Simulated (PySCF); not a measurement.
Ti(H)3(SH) (H₄STi), SMILES [TiH3][SH], multiplicity 1. Atoms are numbered in the order given.

```xyz
6

Ti    -0.0018    -0.8658     0.0000
H      1.6197    -1.3502     0.0000
H     -0.7961    -1.4392     1.3725
H     -0.7961    -1.4392    -1.3725
S     -0.0785     1.3765     0.0000
H      1.2683     1.2524     0.0000
```

The structure is a stationary point at ωB97X-D3(BJ)/def2-TZVP. The multiplicity is an assumed one; other spin states were not compared.

The numbers are results of PySCF with PBE/def2-TZVPD, not measurements.

The molecule is in vacuum.

```
Item                                                                                                           Result
---------------------------------------------------------------------------------------------  ----------------------
total energy                                                                                      -1249.62786 hartree
point group                                                                                                        Cs
highest occupied level                                                                                       -7.21 eV
lowest empty level                                                                                           -4.21 eV
orbital gap                                                                                                   3.01 eV
dipole moment                                                                                                  0.77 D
quadrupole, principal values (traceless, Buckingham form, about the centre of nuclear charge)   -2.85, 0.11, 2.74 D·Å
mean static polarisability                                                                      69.2 bohr³ (10.25 Å³)
polarisability, principal values                                                               61.5, 62.2, 83.8 bohr³
```
